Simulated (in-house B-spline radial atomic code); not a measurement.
Results of a calculation; reference values are marked as such.
# Extrapolating the RPA correlation energy in partial waves: Se5+

All-electron RPA on r2SCAN orbitals from a B-spline radial code for spherical atoms, scalar-relativistic (spin-free one-electron X2C), finite nucleus, configuration [Ar] 3d10 4s1, highest spin. With empty states up to angular momentum L the sums are:

```json
{"L": "4", "E_c(L) (hartree)": "-1.925927"}
{"L": "5", "E_c(L) (hartree)": "-2.043196"}
{"L": "6", "E_c(L) (hartree)": "-2.100283"}
{"L": "7", "E_c(L) (hartree)": "-2.130433"}
{"L": "8", "E_c(L) (hartree)": "-2.146959"}
{"L": "9", "E_c(L) (hartree)": "-2.156748"}
```

For large l each further wave adds A/(l + 1/2)⁴, because the basis must build the cusp where two electrons meet.

(1) Estimate the limit from L = 8 and L = 9.

(2) How good is the estimate?

Results:

(1) Wave 9 adds -0.009789, against a sum of (l + 1/2)⁻⁴ of 1.22774e-04, so A = -79.732. The sum over l > 9 is ζ(4, 10.5) = 3.3168e-04, close to 1/(3 × 10³) = 3.3333e-04. The tail is -0.026446 and the limit -2.18319 hartree.

(2) A run to L = 11 sums to -2.16692 and extrapolates to -2.18048 hartree, 1.04 millihartree from the run before, so it has not settled and is itself too deep. The estimate differs from that by -2.71 millihartree, while the bare sum at L = 9 misses 23.7 millihartree (1.1 %).
